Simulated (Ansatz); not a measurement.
Relaxation of the cluster NiO2⁻ with UKS PBE0-D4/def2-TZVPD.

```sh
$ ansatz run in.yaml --threads 4 --pin off --events-out ev --progress --plain --max-ram 3916MiB
```

```yaml
crystal:
  periodic: [false, false, false]
  atoms:
    - {symbol: Ni, position_ang: [0.000010, 0.000090, -0.000000]}
    - {symbol: O, position_ang: [-1.322950, -0.713550, 0.021660]}
    - {symbol: O, position_ang: [1.322940, 0.713460, -0.021650]}
basis:
  gaussian: {orbitals: def2-TZVPD}
total_charge: -1
magnetization: {spin_polarized: true, initial_magnetization: 1}
hamiltonian: {xc: pbe0, dispersion: d4}
scf: {lower_state_search: "off"}
output: {orbitals: {seedname: orbitals}}
relax: {f_tol: 0.02, max_steps: 100}
```

Run time 13 s (4 threads of Arm Neoverse V2 on a shared host).

Positions (Å) and forces (eV/Å) at steps 1, 2, 3, 4, 5, 6 of 6:

```xyz
3
step=1 energy=-45127.1334 eV
Ni    0.000    0.000    0.000   -0.010   -0.005    0.000
O    -1.323   -0.714    0.022   -6.245   -3.369    0.102
O     1.323    0.713   -0.022    6.256    3.374   -0.102
3
step=2 energy=-45127.7671 eV
Ni    0.000    0.000    0.000   -0.004   -0.002    0.000
O    -1.377   -0.743    0.023   -2.795   -1.508    0.046
O     1.377    0.742   -0.023    2.799    1.510   -0.046
3
step=3 energy=-45128.0302 eV
Ni    0.000    0.000    0.000   -1.496   -0.807    0.024
O    -1.444   -0.779    0.024    0.174    0.094   -0.003
O     1.444    0.779   -0.024    1.322    0.713   -0.022
3
step=4 energy=-45128.0834 eV
Ni   -0.017   -0.009    0.000   -0.625   -0.337    0.010
O    -1.467   -0.791    0.024    0.354    0.191   -0.006
O     1.483    0.800   -0.024    0.271    0.146   -0.004
3
step=5 energy=-45128.0886 eV
Ni   -0.024   -0.013    0.000   -0.117   -0.063    0.002
O    -1.467   -0.791    0.024    0.100    0.054   -0.002
O     1.492    0.805   -0.024    0.017    0.009    0.000
3
step=6 energy=-45128.0888 eV
Ni   -0.026   -0.014    0.000   -0.001   -0.001    0.000
O    -1.466   -0.791    0.024    0.005    0.003    0.000
O     1.492    0.805   -0.024   -0.003   -0.002    0.000
```

The charge -1 doublet is spin-contaminated (final ⟨S²⟩ up to 1.43, 0.75 for a pure state). At PBE0-D4/def2-TZVPD a quartet of charge -1 lies 0.17 eV below the doublet, each at its own geometry. The structure comes from a short search, and lower isomers may exist.
